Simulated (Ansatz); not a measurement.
**Question.** Predict a relaxed structure of SbH₂Br, charge 0, singlet, at r2SCAN-D4/def2-TZVP (Ansatz).

**Answer.** 
```xyz
4

Sb   -0.043    0.813    0.157
H     1.013    0.300   -1.091
H    -1.359    0.094   -0.672
Br    0.388   -1.207    1.605
```
Point group Cs (tolerance 0.1 Å). This is one stationary point.

In the def2 sets Sb takes a core potential; there is no spin–orbit coupling.
